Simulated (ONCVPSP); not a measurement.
# Au: excitation energies, all-electron against ONCV

Au (Z = 79), optimised norm-conserving Vanderbilt (ONCV), made with ONCVPSP 4.0.1 (LDA (Perdew-Wang 92), scalar-relativistic). Core [Kr] 4d10 4f14, reference 5s2 5p6 5d10 6s1. Waves: 5s+6s: rc 1.60 bohr, ncon 5, nbas 8, qcut 6.7 1/bohr, 2 projectors; 5p: rc 1.30 bohr, ncon 4, nbas 8, qcut 8.4 1/bohr, 2 projectors, debl 2.9 Ha; 5d: rc 2.35 bohr, ncon 4, nbas 9, qcut 5.6 1/bohr, 2 projectors, debl 2.9 Ha; f scattering state at 0.06 Ha: rc 2.45 bohr, ncon 3, nbas 7, qcut 4.2 1/bohr, 3 projectors, debl 3.4 Ha. Local part: polynomial inside 1.10 bohr (lpopt 4, dvloc0 3 Ha). Core correction: Teter function, fcfact 5, rcfact 1.05.

Energies are relative to the spin-unpolarised reference configuration 5s2 5p6 5d10 6s1; without spin polarisation the order of configurations can differ from experiment.

```csv
valence configuration,charge,ΔE all-electron (eV),error AE − PS (meV)
5s2 5p6 5d10 6s0,+1,9.767,-1.8
5s2 5p6 5d9 6s0,+2,31.269,-5.6
5s2 5p6 5d7 6s0,+4,113.444,+280
```

Task: What are ΔE and the potential's error for 5s2 5p6 5d8 6s0?

Result: ΔE = 65.440 eV all-electron; the error (AE − PS) is +61 meV.
